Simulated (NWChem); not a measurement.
The numbers come from NWChem runs, not from measurements. System: H5AlFN, charge 1, spin multiplicity 2, at the geometry of a parent with another charge or spin, in a state set for the comparison that need not be this species' ground state. Its SCF solution wasn't tested for a lower state.

Input file:

```
start mol
memory heap 200 mb stack 900 mb global 1100 mb
charge 1
geometry units angstroms nocenter noautoz noautosym
  Al    -0.414031    -0.178093     0.541259
  H      0.322288    -1.016815     1.686487
  H     -1.935394    -0.466479     0.142021
  F      0.090628     1.427975     0.376324
  N      0.563183    -0.871947    -1.133379
  H      0.226999    -0.388359    -1.968206
  H      0.445198    -1.874252    -1.289226
  H      1.565382    -0.687029    -1.060700
end
basis spherical
  * library def2-tzvpd
end
dft
  xc b3lyp
  odft
  mult 2
  semidirect memsize 60000000 filesize 0
  iterations 100
end
task dft energy
```

The output up to the point where the run's verdict is printed (cleaned and shortened):

```
             Northwest Computational Chemistry Package (NWChem) 7.3.0
             --------------------------------------------------------

                                NWChem Input Module
                                -------------------

 Scaling coordinates for geometry "geometry" by  1.889725989
 (inverse scale =  0.529177249)

                             Geometry "geometry" -> ""
                             -------------------------

 Output coordinates in angstroms (scale by  1.889725989 to convert to a.u.)

  No.       Tag          Charge          X              Y              Z
 ---- ---------------- ---------- -------------- -------------- --------------
    1 Al                  13.0000    -0.41403100    -0.17809300     0.54125900
    2 H                    1.0000     0.32228800    -1.01681500     1.68648700
    3 H                    1.0000    -1.93539400    -0.46647900     0.14202100
    4 F                    9.0000     0.09062800     1.42797500     0.37632400
    5 N                    7.0000     0.56318300    -0.87194700    -1.13337900
    6 H                    1.0000     0.22699900    -0.38835900    -1.96820600
    7 H                    1.0000     0.44519800    -1.87425200    -1.28922600
    8 H                    1.0000     1.56538200    -0.68702900    -1.06070000

 Effective nuclear repulsion energy (a.u.)     111.9789627708

            Nuclear Dipole moment (a.u.)
            ----------------------------
        X                 Y               Z
 ---------------- ---------------- ----------------
     0.0000056692     0.0000056692     0.0000113384


 Summary of "ao basis" -> "" (spherical)
 ------------------------------------------------------------------------------
       Tag                 Description            Shells   Functions and Types
 ---------------- ------------------------------  ------  ---------------------
 *                         def2-tzvpd                 on all atoms

                                 NWChem DFT Module
                                 -----------------

 Summary of "ao basis" -> "ao basis" (spherical)
[...]
 d= 0,ls=0.5,diis    75   -399.8329416809 -1.41D-04  8.94D-06  6.99D-04   225.2
                                                     2.15D-05  3.04D-04
 d= 0,ls=0.5,diis    76   -399.8330105321 -6.89D-05  2.18D-05  7.01D-04   228.1
                                                     2.84D-05  3.07D-04
 d= 0,ls=0.5,diis    77   -399.8331445071 -1.34D-04  5.53D-05  6.19D-04   230.9
                                                     3.85D-05  2.81D-04
 d= 0,ls=0.5,diis    78   -399.8334119605 -2.67D-04  1.74D-05  3.77D-04   233.8
                                                     3.00D-05  1.91D-04
 d= 0,ls=0.5,diis    79   -399.8335337186 -1.22D-04  4.72D-05  3.59D-04   236.7
                                                     4.25D-05  1.90D-04
 d= 0,ls=0.5,diis    80   -399.8337740812 -2.40D-04  1.69D-05  2.03D-04   239.5
                                                     3.53D-05  1.40D-04
 d= 0,ls=0.5,diis    81   -399.8339077884 -1.34D-04  1.05D-05  2.17D-04   242.1
                                                     3.62D-05  1.57D-04
 d= 0,ls=0.5,diis    82   -399.8340463166 -1.39D-04  7.73D-06  2.23D-04   244.7
                                                     3.30D-05  1.66D-04
 d= 0,ls=0.5,diis    83   -399.8341494567 -1.03D-04  2.87D-05  2.81D-04   247.4
                                                     2.96D-05  1.95D-04
 d= 0,ls=0.5,diis    84   -399.8341615026 -1.20D-05  1.48D-05  4.53D-04   250.1
                                                     3.43D-05  2.57D-04
 d= 0,ls=0.5,diis    85   -399.8343065124 -1.45D-04  8.58D-06  4.39D-04   252.8
                                                     3.45D-05  2.52D-04
 d= 0,ls=0.5,diis    86   -399.8344490095 -1.42D-04  1.52D-05  4.65D-04   255.4
                                                     2.94D-05  2.69D-04
 d= 0,ls=0.5,diis    87   -399.8345057674 -5.68D-05  3.73D-06  6.02D-04   258.1
                                                     3.18D-05  3.36D-04
 d= 0,ls=0.5,diis    88   -399.8346108789 -1.05D-04  5.09D-06  6.83D-04   260.8
                                                     3.33D-05  3.84D-04
 d= 0,ls=0.5,diis    89   -399.8347345453 -1.24D-04  3.38D-06  7.61D-04   263.4
                                                     3.38D-05  4.41D-04
 d= 0,ls=0.5,diis    90   -399.8348693495 -1.35D-04  7.33D-06  8.38D-04   266.1
                                                     3.21D-05  4.95D-04
 d= 0,ls=0.5,diis    91   -399.8349661991 -9.68D-05  1.59D-05  9.76D-04   268.8
                                                     2.85D-05  5.75D-04
 d= 0,ls=0.5,diis    92   -399.8349934298 -2.72D-05  8.98D-06  1.21D-03   271.5
                                                     2.89D-05  6.83D-04
 d= 0,ls=0.5,diis    93   -399.8350675672 -7.41D-05  1.38D-05  1.37D-03   274.3
                                                     3.12D-05  7.72D-04
 d= 0,ls=0.5,diis    94   -399.8351812497 -1.14D-04  1.40D-05  1.52D-03   277.0
                                                     2.76D-05  8.83D-04
 d= 0,ls=0.5,diis    95   -399.8352541254 -7.29D-05  5.06D-06  1.65D-03   279.7
                                                     2.99D-05  9.34D-04
 d= 0,ls=0.5,diis    96   -399.8354009579 -1.47D-04  4.15D-06  1.72D-03   282.4
                                                     2.73D-05  9.79D-04
 d= 0,ls=0.5,diis    97   -399.8354962601 -9.53D-05  4.53D-06  1.87D-03   285.1
                                                     2.86D-05  1.06D-03
 d= 0,ls=0.5,diis    98   -399.8356460576 -1.50D-04  2.71D-05  1.94D-03   287.8
                                                     4.00D-05  1.12D-03
 d= 0,ls=0.5,diis    99   -399.8360087205 -3.63D-04  4.15D-05  1.79D-03   290.5
                                                     4.84D-05  1.10D-03
 d= 0,ls=0.5,diis   100   -399.8365253772 -5.17D-04  2.36D-05  1.48D-03   293.2
                                                     5.03D-05  1.04D-03
```

Convergence was not reached. The next line reads: Calculation failed to converge. NWChem stopped with the message: dft energy failed.
